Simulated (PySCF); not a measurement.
## C₆ coefficients of unlike pairs at UHF

Calculated with PySCF 2.14 from the dipole response of each species, C₆(A,B) = (3/π) ∫ α_A(iu) α_B(iu) du, in atomic units, from isotropic polarisabilities. For ions this is the dispersion term alone; charge-induced terms of lower order in 1/R come first.

```tsv
species	configuration	basis	relativity	α (bohr³)	C₆ (like pair)
P	[Ne] 3s2 3p3 (4S)	aug-cc-pCVQZ-DK (10s9p7d5f3g)	spin-free X2C	25.45	187.9
Hg²⁺	[Xe] 4f14 5d10 (1S)	x2c-TZVPPall with one added diffuse shell each of s, p, d, f type (12s8p8d4f1g)	spin-free X2C	7.352	47.27
Sc³⁺	[Ar] (1S)	x2c-TZVPPall with one added diffuse shell each of s, p, d, f type (7s6p5d3f1g)	spin-free X2C	2.111	5.418
Te²⁺	[Kr] 4d10 5s2 5p2 (3P)	aug-cc-pV5Z-PP with ECP28MDF (8s8p6d4f3g2h)	core potential	15.51	103.0
```

(1) Estimate C₆ for Te²⁺ with Hg²⁺.

No spin-orbit coupling is included.

The other pairs:

```csv
pair,C₆
"Te²⁺, P",136.2
"Te²⁺, Sc³⁺",21.43
"Sc³⁺, P",25.80
"Sc³⁺, Hg²⁺",15.91
"Hg²⁺, P",81.52
```

Results:

(1) The integral gives 66.02. The combination rule 2 C_A C_B / (C_A α_B/α_A + C_B α_A/α_B) gives 65.55 and the geometric mean 69.77.
